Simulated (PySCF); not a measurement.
## Worked example: entropy of an ideal gas

Ge(H)2(F)(OH) (FGeH3O), SMILES [F][GeH2][OH].

The structure is a stationary point at B3LYP-D3(BJ)/def2-TZVP. One conformer was computed; it need not be the lowest.

B3LYP-D3(BJ)/def2-TZVP run with PySCF gives the harmonic wavenumbers 204, 271, 560, 656, 682, 720, 804, 855, 934, 2158, 2207, 3834 cm⁻¹ and the rotational temperatures 0.7212, 0.3149, 0.2365 K. The molar mass is 110.65 g/mol, the symmetry number 1, the spin multiplicity 1.

Work out the entropy at 298.15 K and 1 atm in the rigid-rotor, harmonic-oscillator model.


Translation (Sackur–Tetrode at 1 atm): S = R[1.5 ln M + 2.5 ln T − 1.16487] = 167.4 J/(mol K).
Rotation: q = (√π/σ) T^1.5/√(θA θB θC) = 39400, S = R[ln q + 3/2] = 100.4 J/(mol K).
Vibration: with u = 1.4388 ν/T, each mode gives R[u/(e^u − 1) − ln(1 − e^−u)]:
```csv
ν (cm⁻¹),modes,u,S (J/(mol K))
204,1,0.98,8.77
271,1,1.31,6.65
560,1,2.70,2.19
656,1,3.17,1.52
682,1,3.29,1.37
720,1,3.47,1.19
804,1,3.88,0.85
855,1,4.13,0.70
934,1,4.51,0.51
```
The stiffer modes add less than 0.005 each. Sum 23.8 J/(mol K).
Spin: R ln 1 = 0.0 J/(mol K).
Total 291.6 J/(mol K); the program's own thermochemistry gives 291.6. Translation makes up 57 % and vibration 8 %. Anharmonicity, hindered rotation and orbital degeneracy are left out.
